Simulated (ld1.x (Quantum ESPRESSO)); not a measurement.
The numbers below are computed, except where a source is named.
# Potentials for Hg compared

Generated with ld1.x 7.5 (TM, RRKJ, ultrasoft, PAW), atompaw 4.2 or ONCVPSP 4.0.1. The cutoff is in Ry: for ld1.x and atompaw files where the sum of valence levels is converged to 10 mRy in a Bessel basis, for ONCV files where the hardest occupied wave has 1 mHa per electron of residual kinetic energy. The error is the largest all-electron minus pseudo excitation energy over each file’s own four to seven test configurations (ionisations up to +4, promotions, holes and added fractions of an electron), all of which were solved. The labels leave out finer settings (local radius, basis sizes, second energies), which also bear on the numbers. Spin-polarised tests are not counted. The rows are a selection from randomly drawn settings: files with unsolved tests, undetermined cutoffs or missed reference levels are left out.

A true bound ghost makes a file unfit for plane-wave use even where its test errors are small: the radial tests pick states by their node count and pass the ghost by.

```csv
potential,cutoff (Ry),largest error (meV),bound ghosts
"TM, PBEsol, scalar-relativistic, rc 1.75/2.45/2.45 (spd), local s, core correction yes, reference 6s1 6p1",21,-198,d
"TM, PBE, scalar-relativistic, rc 1.50/1.05/1.65 (spd), local smoothed, core correction no, reference 5s2 5p6 5d9 6s0 6p0",160,+3860,none
```

(1) Fill in the row for Hg: ultrasoft, PBE, scalar-relativistic, rc 2.30/2.50/1.85 (spd), local smoothed, core correction no, reference 5d10 6s1 6p1.

(2) Fill in the row for Hg: TM, PBEsol, scalar-relativistic, rc 2.30/1.55/2.25 (spd), local smoothed, core correction yes, reference 5p6 5d10 6s2 6p0.

(3) Fill in the row for Hg: TM semilocal, BP86, scalar-relativistic, rc 1.75/2.50/2.20 (spd), local d, core correction yes, reference 5d10 6s1.5 6p0.

## Answers

(1) cutoff 35 Ry, largest error -28 meV, bound ghosts: none.

(2) cutoff 60 Ry, largest error -276 meV, bound ghosts: s.

(3) cutoff 45 Ry, largest error -307 meV, bound ghosts: none.
